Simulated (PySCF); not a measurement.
## Stationary points of MoNF₂

All numbers come from PBE0 in PySCF with Mo def2-TZVP with ECP28, N def2-TZVP, F def2-TZVP; scalar-relativistic core potentials, no spin–orbit coupling; density-fitted integrals.

Relaxations began from a few typed shapes; open shells are unrestricted. The search is not exhaustive: other isomers or separated fragments can lie lower, and high-lying points may rest on an excited occupation.

**Question.** Which is the lowest minimum found?
A. doublet Cs: Mo–F 1.859 Å (×2), Mo–N 1.616 Å; F–Mo–F 125.8°, F–Mo–N 108.0° (×2)
B. doublet C2v: Mo–F 1.866 Å (×2), Mo–N 1.617 Å; F–Mo–F 140.7°, F–Mo–N 109.6° (×2)
C. doublet C2v: Mo–F 1.905 Å (×2), Mo–N 1.609 Å; F–Mo–F 131.4°, F–Mo–N 114.3° (×2)

**Answer.** A. The others lie at 8.5 (doublet C2v, a saddle point), 54.2 (doublet C2v) kJ/mol above it.

Formally Mo is in oxidation state +5, d1, with 1 unpaired electron. The Mulliken spin on Mo is 1.11. The polar-tensor charge on Mo, 1.83, is far below the formal one.

For the lowest minimum: open d and f shells are described by one determinant, and the ground state may have another occupation or spin.
